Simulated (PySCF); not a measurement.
# Predicted spectroscopic data

Averaged over atoms made equivalent by symmetry, fast rotation or ring inversion, in vacuum, relativity neglected, one conformer. B3LYP/pcJ-1 coupling constants (spin–dipole term left out of most H,H and C,H couplings); structure optimised with GFN2-xTB; shieldings: GIAO PBE0/pcSseg-1; PySCF 2.14.

Referencing at the same level of theory: TMS for $^{1}$H (σref 31.72), $^{13}$C (σref 186.93). Multiplet labels drop J under 1 Hz and among equivalent protons, and merge close values. Unscaled 3J(H,H) run several per cent high. Where no couplings were computed, multiplicities follow the n + 1 count of equivalent neighbours, and m marks all less simple cases (inequivalent or close neighbours, rings, F or P nearby). Shifts are as computed. Against solution values, carbons near 30 ppm lie about +3 ppm off and those near 130 ppm about +5 ppm. Of 1211 compounds with measured shifts, 218 miss one by over three times the rms of a fit or turn the order of signals round; such compounds aren't used in these exercises.

Compound 1 (C6H5N3). $^{1}$H NMR (400 MHz, computed): δ 9.43 (s, 1H), 2.97 (s, 1H), 2.66 (s, 3H). $^{13}$C{$^{1}$H} NMR (computed): δ 162.3 (C), 158.1 (C), 153.8 (CH), 90.1 (CH), 86.1 (C), 24.0 (CH3). Structure: SMILES C#Cc1nncc(C)n1.

Compound 2 (C6H5N3). $^{1}$H NMR (400 MHz, computed): δ 9.74 (s, 1H), 3.70 (s, 1H), 2.79 (s, 3H). $^{13}$C{$^{1}$H} NMR (computed): δ 168.7 (C), 157.8 (CH), 154.0 (C), 102.0 (CH), 83.5 (C), 25.5 (CH3). Structure: `N1=C(C#C)C(C)=NC=N1`.
